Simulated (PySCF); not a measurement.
# How methods differ on the ionisation energy of Sn⁺

Sn⁺ [Kr] 4d10 5s2 5p1 (2P) → Sn²⁺ [Kr] 4d10 5s2 (1S), as a difference of total energies. Calculation: PySCF 2.14, in aug-cc-pVTZ-DK3 (8s7p5d2f, 68 functions); the spin-free X2C one-electron Hamiltonian (Gaussian nucleus). Correlated levels: valence: [Kr] 4d10 frozen. The calculations carry no spin-orbit coupling.

| method | ionisation energy (eV) |
| --- | --- |
| UHF | 13.742 |
| MP2 (valence) | 13.947 |
| SCS-MP2 (valence) | 13.935 |
| CCSD (valence) | 14.010 |
| CCSD(T) (valence) | 14.028 |

Question: How much does correlation contribute at CCSD(T) (valence)?

Answer: 14.028 − (13.742) = 0.286 eV, measured against UHF.

Errors of the correlated levels include the incompleteness of this basis and the frozen core.

For comparison: 14.282 eV (measured; NIST levels, between the centres of gravity of the two terms).
